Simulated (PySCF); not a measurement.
Compound: C3H8O2Si2.
Structure used (GFN2-xTB), in Å, numbered top down from 1:
```xyz
15
C3H8O2Si2 angstrom
O      1.7452    0.9302    0.9268
C      1.6499    0.3949   -0.1570
O      2.7166    0.3043   -0.9830
C      0.4310   -0.1972   -0.6931
Si    -1.0575    1.0312   -0.5288
C     -1.7945   -0.1303    0.8068
Si    -0.3721   -1.3984    0.5969
H      3.4889    0.7154   -0.5653
H      0.6233   -0.6033   -1.6829
H     -1.8135    1.0818   -1.7837
H     -0.6860    2.3690   -0.0830
H     -1.8291    0.3195    1.7955
H     -2.7928   -0.5068    0.6008
H      0.4451   -1.6470    1.7783
H     -0.7588   -2.6552   -0.0503
```

Level of theory: TDDFT B3LYP/def2-SVPD, vertical, gas phase, core orbitals frozen in the response in PySCF.

Computed singlets:

```json
{"state": "S1", "E (eV)": "5.82", "f": "0.0000"}
{"state": "S2", "E (eV)": "6.22", "f": "0.0009"}
{"state": "S3", "E (eV)": "6.25", "f": "0.0071"}
{"state": "S4", "E (eV)": "6.85", "f": "0.057"}
{"state": "S5", "E (eV)": "6.94", "f": "0.086"}
{"state": "S6", "E (eV)": "6.94", "f": "0.0055"}
{"state": "S7", "E (eV)": "7.03", "f": "0.063"}
{"state": "S8", "E (eV)": "7.12", "f": "0.014"}
```

**Question.** How much of the mean static polarisability do these states give, one by one?

**Answer.** Each state adds f / ΔE² (ΔE in hartree, 27.2114 eV).

```csv
state,f/ΔE² (au),running sum (au),running share of α (%)
S1,0.00,0.00,0.0
S2,0.02,0.02,0.0
S3,0.13,0.15,0.2
S4,0.90,1.05,1.1
S5,1.32,2.38,2.5
S6,0.09,2.46,2.6
S7,0.95,3.41,3.7
S8,0.21,3.62,3.9
```

The full response gives 93.29 au (13.82 Å³), so 89.7 au comes from the higher roots of the same equations.

**Question.** By how much does the contribution of these states grow at 632.8 nm?

**Answer.** With ω = 0.0720 hartree each state's term in the mean polarisability goes from f / ΔE² to f / (ΔE² − ω²); the sum over all 8 states goes from 3.62 to 3.94 au, a rise of 0.32 au.

The largest single term belongs to S5, which also has the largest f.

One conformer stands for the species.
